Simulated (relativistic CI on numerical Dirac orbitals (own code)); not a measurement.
**How well does a small relativistic CI reproduce Si VI?**

Computed by Dirac-Coulomb-Breit CI, orbitals from a KLI potential per configuration, model QED (radiative potential, 1s self-energy scaled to tabulated hydrogen-like ionisation energies), valence Slater integrals scaled by 0.85, P86 correlation estimate, and configurations built on the next ion tied to the tabulated ionisation energy (semi-empirical) (own radial code, finite nucleus).

Configuration list (outside the closed core 1s2): 2s2.2p5, 2s2.2p4.3s, 2s2.2p4.3p, 2s2.2p4.3d, 2s2.2p4.4s, 2s.2p6, 2p6.3s, 2p6.3p, 2s.2p5.3s, 2s2.2p4.4p, 2s2.2p4.4d, 2p6.3d, 2s2.2p4.4f, 2s.2p5.3p, 2s2.2p3.3s2, 2s.2p5.3d, 2s2.2p3.3s.3p, 2s2.2p3.3p2, 2s2.2p3.3s.3d, 2s.2p5.4s, 2s.2p5.4p, 2s2.2p3.3p.3d, 2s.2p5.4d, 2s.2p5.4f. Levels of other configurations are missing.

```csv
Configuration,Term (tabulated),J,Measured (cm⁻¹),Computed,Error,Purity (%)
2s2.2p5,2P°,3/2,0.0,0,0,100
2s2.2p5,2P°,1/2,5090.0,5058,-32,100
2s.2p6,2S †,1/2,406497.0,424260,17763,99
2s2.2p4.3s,4P,5/2,990516.0,993066,2550,99
2s2.2p4.3s,4P,3/2,993640.0,996163,2523,98
2s2.2p4.3s,4P,1/2,995470.0,997982,2512,99
2s2.2p4.3s,2P,3/2,1005430.0,1006813,1383,97
2s2.2p4.3s,2P,1/2,1009118.0,1010461,1343,99
2s2.2p4.3s,2D,5/2,1041416.0,1039045,-2371,99
2s2.2p4.3s,2D,3/2,1041472.0,1039104,-2368,99
2s2.2p4.3s,2S,1/2,1094449.0,1082548,-11901,97
2s2.2p4.3d,4D,5/2,1181649.0,1185694,4045,95
2s2.2p4.3d,4D,3/2,1182311.0,1186360,4049,96
2s2.2p4.3d,4D,1/2,1182894.0,1186969,4075,98
2s2.2p4.3d,4F,3/2,1194327.0,1197272,2945,96
2s2.2p4.3d,2P,1/2,1200710.0,1203368,2658,98
2s2.2p4.3d,2D,3/2,1201100.0,1204186,3086,69
2s2.2p4.3d,2D,5/2,1202960.0,1206344,3384,90
2s2.2p4.3d,2P,3/2,1204740.0,1207522,2782,71
2s2.2p4.3d,2S,1/2,1239190.0,1237980,-1210,96
2s2.2p4.3d,2P,3/2,1241050.0,1239685,-1365,99
2s2.2p4.3d,2P,1/2,1242390.0,1241123,-1267,96
2s2.2p4.3d,2D,5/2,1243020.0,1241640,-1380,88
2s2.2p4.3d,2D,3/2,1243860.0,1242847,-1013,99
2s2.2p4.3d,2D,5/2,1291510.0,1280540,-10970,97
2s2.2p4.3d,2D,3/2,1291790.0,1280935,-10855,97
2s2.2p4.4s,2P,3/2,1329900.0,1331268,1368,77
2s2.2p4.4s,2D,5/2,1371820.0,1368351,-3469,99
2s2.2p4.4d,2P,1/2,1402490.0,1404748,2258,94
2s2.2p4.4d,2D,5/2,1404870.0,1407787,2917,85
2s2.2p4.4d,2D,5/2,1444340.0,1442363,-1977,94
```

Measured levels from NIST levels in Kelleher and Podobedova, J. Phys. Chem. Ref. Data 37, 1285 (2008); pairs were made by configuration, J and term (by order where the table uses no LS term), so strongly mixed levels may be paired wrongly.

Mean error by configuration (cm⁻¹): 2s2.2p5 -32; 2s2.2p4.3s -791; 2s2.2p4.3d -69; 2s2.2p4.4s -1050; 2s2.2p4.4d 1066. Over the excited levels the mean absolute error is 3243 cm⁻¹ (30 of the 32 excited levels that our extract of the source holds in range could be paired, and the others can miss by more), and the median relative error of those above 1,000 cm⁻¹ is 0.23 %. † marks terms whose computed intervals miss the measured ones by more than a factor of 2.5, or configurations far off the rest, from wrong mixing, a near crossing or a doubtful label or measurement; they are left out of the means.
